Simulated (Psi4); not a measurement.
Cl2MoO2, singlet, geometry from GFN2-xTB (such geometries of metal compounds can be far from the true shape) (core potentials on Mo); Psi4 with CAM-B3LYP/def2-SVP.

The Psi4 input:
```
memory 2 GB

molecule mol {
0 1
Mo    0.298668   -0.055206    0.098626
O     1.452282   -0.587896   -0.930250
O     0.741126    0.182461    1.654554
Cl   -0.459639    1.801845   -0.663469
Cl   -1.310439   -1.474660    0.078957
}

set {
  basis def2-svp
  reference rks
  scf_type pk
  puream true
  d_convergence 1e-8
  dft_radial_points 99
  dft_spherical_points 590
}

energy('cam-b3lyp')
print_variables()
```

The log (banner, timings and long lists left out):

```
   => Loading Basis Set <=

    Name: DEF2-SVP
    Role: ORBITAL
    Keyword: BASIS

    !!!  WARNING: ECP capability is in beta. Please check occupations closely.  !!!

         ---------------------------------------------------------
                                   SCF
               by Justin Turney, Rob Parrish, Andy Simmonett
                          and Daniel G. A. Smith
                              RKS Reference
         ---------------------------------------------------------

  ==> Geometry <==

    Molecular point group: c1
    Full point group: C1

    Geometry (in Angstrom), charge = 0, multiplicity = 1:

       Center              X                  Y                   Z               Mass
    ------------   -----------------  -----------------  -----------------  -----------------
         MO           0.286522913599    -0.052961225321     0.094615224410    97.905404820000
         O            1.440136913599    -0.585651225321    -0.934260775590    15.994914619570
         O            0.728980913599     0.184705774679     1.650543224410    15.994914619570
         CL          -0.471784086401     1.804089774679    -0.667479775590    34.968852682000
         CL          -1.322584086401    -1.472415225321     0.074946224410    34.968852682000

  Running in c1 symmetry.

  Rotational constants: A =      0.09429  B =      0.06193  C =      0.05162 [cm^-1]
  Rotational constants: A =   2826.70546  B =   1856.50340  C =   1547.57789 [MHz]
  Nuclear repulsion =  339.863415929128621

  Charge       = 0
  Multiplicity = 1
  Electrons    = 64
  Nalpha       = 32
  Nbeta        = 32

  ==> Algorithm <==

  SCF Algorithm Type is PK.
  DIIS enabled.
  MOM disabled.
  Fractional occupation disabled.
  Guess Type is SAD.
  Energy threshold   = 1.00e-06
  Density threshold  = 1.00e-08
  Integral threshold = 1.00e-12

  ==> Primary Basis <==

  Basis Set: DEF2-SVP
    Blend: DEF2-SVP
    Number of shells: 39
    Number of basis functions: 95
    Number of Cartesian functions: 104
    Spherical Harmonics?: true
    Max angular momentum: 3

  Core potential: DEF2-SVP
    Number of shells: 4
    Number of ECP primitives: 14
    Number of ECP core electrons: 28
    Max angular momentum: 3

  ==> DFT Potential <==

   => LibXC <=

    Version 7.1.2
    S. Lehtola, C. Steigemann, M. J. T. Oliveira, and M. A. L. Marques,  SoftwareX 7, 1–5 (2018) (10.1016/j.softx.2017.11.002)

   => Composite Functional: CAM-B3LYP <=

[...]
   @RKS iter  10: -1138.72965941076541   -1.83081e-06   7.15859e-06 DIIS
   @RKS iter  11: -1138.72965962962894   -2.18864e-07   8.72766e-07 DIIS
   @RKS iter  12: -1138.72965963458500   -4.95606e-09   3.84160e-07 DIIS
   @RKS iter  13: -1138.72965963589058   -1.30558e-09   1.05868e-07 DIIS
   @RKS iter  14: -1138.72965963611068   -2.20098e-10   2.03351e-08 DIIS
   @RKS iter  15: -1138.72965963611910   -8.41283e-12   3.99947e-09 DIIS
  Energy and wave function converged.

  ==> Post-Iterations <==

   Electrons on quadrature grid:
      Ntotal   =   63.9999979876 ; deviation = -2.012e-06

    Orbital Energies [Eh]
    ---------------------

    Doubly Occupied:

[...]
    Virtual:

[...]
    Final Occupation by Irrep:
              A
    DOCC [    32 ]
    NA   [    32 ]
    NB   [    32 ]

  @RKS Final Energy: -1138.72965963611910

   => Energetics <=

    Nuclear Repulsion Energy =            339.8634159291286210
    One-Electron Energy =               -2269.3348620850742918
    Two-Electron Energy =                 852.1793234691086809
    DFT Exchange-Correlation Energy =     -61.4375369492823253
    Empirical Dispersion Energy =           0.0000000000000000
    VV10 Nonlocal Energy =                  0.0000000000000000
    Total Energy =                      -1138.7296596361193224

Computation Completed

Properties will be evaluated at   0.000000,   0.000000,   0.000000 [a0]

Properties computed using the SCF density matrix

 Multipole Moments:

 ------------------------------------------------------------------------------------
     Multipole            Electronic (a.u.)      Nuclear  (a.u.)        Total (a.u.)
 ------------------------------------------------------------------------------------

 L = 1.  Multiply by 2.5417464519 to convert [e a0] to [Debye]
 Dipole X            :         16.8234436          -17.2720883           -0.4486448
 Dipole Y            :         -3.1096593            3.1925913            0.0829320
 Dipole Z            :          5.5554174           -5.7035669           -0.1481495
 Magnitude           :                                                    0.4796959

 ------------------------------------------------------------------------------------

  Variable Map:
  ----------------------------------------------------------------------------
[...]
  Array Variable Map:
  ----------------------------------------------------------------------------
[...]
[...]
```
